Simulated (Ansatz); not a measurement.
Consider the formal exchange of groups at the Si–O bond: `[AlH2][SiH2]O[SiH3]` + `BC[SiH3]` → `[AlH2][SiH2]BC[SiH3]` + silanol.

Gas-phase electronic energies from Ansatz, PBE0-D4/def2-TZVP geometries. CCSD(T)/CBS is the MP2 limit (def2-TZVPP, def2-QZVPP) plus CCSD(T) − MP2 in def2-TZVPP, frozen cores. DFT in def2-TZVPP. B3LYP here is the variant with VWN-RPA as its local correlation; programs differ in this. Each species was taken in one conformer, which may not be the lowest.

(1) Is it downhill or uphill in electronic energy at CCSD(T)/CBS, and by how much? (An estimate is asked.)

(2) What do these levels give: PBE-D4, r2SCAN-D4, ωB97M-V, r2SCAN, B3LYP, HF/def2-TZVPP, MP2/def2-TZVPP, CCSD(T)/def2-TZVPP, HF/def2-QZVPP, MP2/def2-QZVPP, SCS-MP2/def2-QZVPP, MP2/CBS(def2)? (Best estimate.)

Largest T1 diagnostic among the species: 0.014.

## Answers

(1) The calculation gave: Uphill: ΔE = +22.0 kcal/mol.

(2) Computed: PBE-D4 15.6, r2SCAN-D4 19.6, ωB97M-V 22.6, r2SCAN 19.9, B3LYP 23.6, HF/def2-TZVPP 31.5, MP2/def2-TZVPP 22.9, CCSD(T)/def2-TZVPP 21.8, HF/def2-QZVPP 32.1, MP2/def2-QZVPP 23.2, SCS-MP2/def2-QZVPP 25.3, MP2/CBS(def2) 23.1 kcal/mol.

In def2-TZVPP, CCSD(T) changes the Hartree–Fock value by −9.7 kcal/mol (the triples alone add −1.6 kcal/mol) and MP2 by −8.6 kcal/mol. The D4 term adds −0.9 kcal/mol with B3LYP and −0.6 kcal/mol with PBE0; it sums over pairs of atoms, weighted by their polarisabilities, and B3LYP, whose exchange is more repulsive, gets the larger term.
